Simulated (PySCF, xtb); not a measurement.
BH3N, SMILES [BH]N (connectivity only; charge and spin as stated), charge +1, multiplicity 1.

Harmonic wavenumbers (cm⁻¹) from GFN2-xTB (xtb) at its own minimum, in rising order: 496, 638, 641, 792, 1246, 1677, 2827, 3207, 3250.

What does PBE-D3(BJ)/def2-TZVP run with PySCF give at its own minimum? (The exact figures need the calculation; the answer reports its results.)

553, 642, 719, 896, 1413, 1568, 2817, 3373, 3434. Paired by order, the mean absolute difference is 98 cm⁻¹ and the zero-point energies are 21.1 and 22.0 kcal/mol.
